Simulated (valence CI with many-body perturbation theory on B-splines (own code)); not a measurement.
## Basis-set convergence for Sb II

Level of theory: configuration interaction combined with many-body perturbation theory (CI+MBPT): four valence electrons over a frozen Dirac-Fock core [Kr] 4d10, radial functions for each j: 9 s, 9 p, 8 d, 6 f, 3 g, 1 h, with the one-electron correlation potential Σ1, the two-electron term Σ2, the three-electron term Σ3, Breit, model QED; selected CI, second order for the rest, scaled by the run's own slope (own B-spline code, finite nucleus).

Against 27 measured levels this calculation errs by 130 cm⁻¹ on average and by 356 at most. These come from a selection out of the NIST Handbook of Basic Atomic Spectroscopic Data. Levels without a partner in it may be off by more. Among the levels kept, up to 320 cm⁻¹ of a level comes from second order outside the variational space, and about a tenth of that is noise between levels of different J, which matters for small intervals.

The reference run has the lowest level 5s2 5p2 3P_0 and an ionisation energy of 16.6571 eV. Its largest variational space holds 20000 state functions.

Names give the largest LS component (configuration and term), which can be under half, so a name can repeat, a term be missing and a line seem to break the LS rules; names also repeat where a configuration has a term twice.

Changed runs:
A. basis 6 s, 6 p, 5 d, 3 f, 1 g
B. basis 5 s, 5 p, 4 d, 2 f

Excitation energies of the reference run in cm⁻¹, and shifts in cm⁻¹:

| Level | Reference | A | B |
| --- | --- | --- | --- |
| 5s2 5p2 3P_1 | 3054 | -9.1 | -31 |
| 5s2 5p2 3P_2 | 5649 | -1.3 | +2.4 |
| 5s2 5p2 1D_2 | 12748 | +39 | +165 |
| 5s2 5p2 1S_0 | 23822 | +66 | +299 |
| 5s 5p3 5S°_2 | 51367 | -172 | -517 |
| 5s 5p3 3D°_1 | 65995 | -33 | -4.6 |
| 5s 5p3 3D°_2 | 66204 | -32 | -1.0 |
| 5s 5p3 3D°_3 | 67592 | -33 | -8.5 |
| 5s2 5p 6s 3P°_0 | 69268 | -69 | -205 |
| 5s2 5p 6s 3P°_1 | 69671 | -64 | -188 |
| 5s2 5p 5d 1D°_2 | 72241 | +27 | +244 |
| 5s2 5p 6s 3P°_2 | 75379 | -62 | -170 |
| Ionisation energy (eV) | 16.6571 | -0.0127 | -0.0386 |
